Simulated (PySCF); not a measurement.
## Orbital picture of SiBi

r²SCAN0 at R = 2.465 Å; basis Si def2-SVPD, Bi def2-SVPD with ECP60; scalar-relativistic core potentials; PySCF 2.14. State: ²Π (doublet), unpaired electrons π ↑. Only the outer orbitals are listed, counted within each symmetry, core potentials removing the inner ones.

```json
{"spin": "α", "orbital": "7σ", "occ.": "1", "ε (eV)": "-17.38", "on Si (%)": "18", "main shells (%)": "81 Bi s, 13 Si s"}
{"spin": "α", "orbital": "8σ", "occ.": "1", "ε (eV)": "-11.79", "on Si (%)": "74", "main shells (%)": "74 Si s, 13 Bi s, 12 Bi p"}
{"spin": "α", "orbital": "4π", "occ.": "1", "ε (eV)": "-7.03", "on Si (%)": "31", "main shells (%)": "68 Bi p, 28 Si p"}
{"spin": "α", "orbital": "9σ", "occ.": "1", "ε (eV)": "-6.51", "on Si (%)": "54", "main shells (%)": "44 Si p, 43 Bi p, 10 Si s"}
{"spin": "α", "orbital": "4π", "occ.": "1", "ε (eV)": "-6.27", "on Si (%)": "25", "main shells (%)": "75 Bi p, 23 Si p"}
{"spin": "α", "orbital": "5π", "occ.": "0", "ε (eV)": "-2.74", "on Si (%)": "67", "main shells (%)": "66 Si p, 28 Bi p"}
{"spin": "α", "orbital": "5π", "occ.": "0", "ε (eV)": "-2.01", "on Si (%)": "72", "main shells (%)": "69 Si p, 21 Bi p"}
{"spin": "α", "orbital": "10σ", "occ.": "0", "ε (eV)": "0.46", "on Si (%)": "28", "main shells (%)": "59 Bi s, 18 Si p, 10 Si d"}
{"spin": "β", "orbital": "7σ", "occ.": "1", "ε (eV)": "-16.43", "on Si (%)": "24", "main shells (%)": "76 Bi s, 17 Si s"}
{"spin": "β", "orbital": "8σ", "occ.": "1", "ε (eV)": "-11.60", "on Si (%)": "74", "main shells (%)": "73 Si s, 16 Bi s, 10 Bi p"}
{"spin": "β", "orbital": "9σ", "occ.": "1", "ε (eV)": "-6.37", "on Si (%)": "56", "main shells (%)": "49 Si p, 40 Bi p"}
{"spin": "β", "orbital": "4π", "occ.": "1", "ε (eV)": "-6.01", "on Si (%)": "55", "main shells (%)": "53 Si p, 44 Bi p"}
{"spin": "β", "orbital": "4π", "occ.": "0", "ε (eV)": "-3.99", "on Si (%)": "45", "main shells (%)": "55 Bi p, 44 Si p"}
{"spin": "β", "orbital": "5π", "occ.": "0", "ε (eV)": "-2.15", "on Si (%)": "47", "main shells (%)": "49 Bi p, 43 Si p"}
{"spin": "β", "orbital": "5π", "occ.": "0", "ε (eV)": "-1.59", "on Si (%)": "55", "main shells (%)": "50 Si p, 39 Bi p"}
```

Which are the highest filled and the lowest empty level, where do they sit, and how wide is the gap?

Highest filled β 4π at -6.01 eV (in %: 53 Si p, 44 Bi p); lowest empty β 4π at -3.99 eV (in %: 55 Bi p, 44 Si p); the gap at r²SCAN0 is 2.02 eV. Both belong to one degenerate shell, split only by its one-sided filling, so this is no excitation gap.

```
bond order (Mayer)                               : 2.29
⟨S²⟩                                             : 0.843
charge on Si (Mulliken, basis-dependent)         : -0.10
charge on Si (Löwdin, basis-dependent)           : -0.09
dipole moment (positive dipole means Si(−)Bi(+)) : 0.54 D
```

Spin–orbit coupling is left out, which matters for elements this heavy, above all for dissociation energies. The state was picked by a PBE0 search and need not be the measured ground state.
